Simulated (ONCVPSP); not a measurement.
## What the settings do to the ONCV potential of Rb

Base potential:

rubidium (Rb), optimised norm-conserving Vanderbilt (ONCV), made with ONCVPSP 4.0.1 (PBE, scalar-relativistic). Core [Ar] 3d10 4s2, reference 4p6 5s1. Waves: 5s: rc 3.70 bohr, ncon 3, nbas 8, qcut 1.4 1/bohr, 1 projector; 4p: rc 1.75 bohr, ncon 4, nbas 7, qcut 3.8 1/bohr, 2 projectors, debl 1.5 Ha; d scattering state at 0.23 Ha: rc 3.40 bohr, ncon 4, nbas 7, qcut 2.7 1/bohr, 2 projectors, debl 2 Ha. Local part: polynomial inside 1.45 bohr (lpopt 5, dvloc0 2 Ha). Core correction: Teter function, fcfact 6, rcfact 1.4.

Cutoffs, loose and tight: the cutoffs (Ha) at which the residual kinetic energy of the hardest occupied pseudo-wave falls to 1 and 0.1 mHa per electron. They do not see the model core or the augmentation charge, which bear on the density cutoff. Test errors are all-electron minus pseudo excitation energies from the reference, over the configurations 4p6 5s0; 4p6 5s0.5; 4p6 5s0 5p1; 4p5 5s1. A dash means not determined; rows that change the core or the reference have their own tests. The largest error is taken over the tests solved by every variant that gives reliable tests at all: 4p6 5s0; 4p6 5s0 5p1; 4p6 5s0.5.

A true bound ghost makes a file unfit for plane-wave use even where its test errors are small: the radial tests pick states by their node count and pass the ghost by.

```tsv
change	outcome	cutoff, loose	cutoff, tight	bound ghosts	GHOST(+) flags above zero	largest test error (meV)
base	generated	18 Ha	44 Ha	s	d	+7.9
core [Kr], valence charge 1; reference 4d0.5 5s0.5; waves now 5s: rc 3.80 bohr, ncon 4, nbas 9, qcut 1.9 1/bohr, 2 projectors, debl 1.8 Ha; p scattering state at 0.27 Ha: rc 3.10 bohr, ncon 4, nbas 8, qcut 2.3 1/bohr, 2 projectors, debl 2.8 Ha; 4d: rc 4.00 bohr, ncon 3, nbas 7, qcut 2.3 1/bohr, 2 projectors, debl 3.6 Ha; local potential polynomial inside 2.95 bohr (lpopt 4, dvloc0 3 Ha)	generated	2.4 Ha	7.0 Ha	none	s	+3.8 over the solved tests; 2 of 4 tests not solved or not reliable
core correction Teter function, fcfact 6, rcfact 1.82	generated	18 Ha	44 Ha	s	d	-1.8
local potential polynomial inside 1.45 bohr (lpopt 5, dvloc0 5 Ha)	generated	18 Ha	44 Ha	s	d	+7.9
```

Question: What comes out with this change to the base: p: nbas 8?

Answer: outcome: generated; cutoff, loose: 10 Ha; cutoff, tight: 60 Ha; bound ghosts: s; GHOST(+) flags above zero: d; largest test error (meV): +7.9.
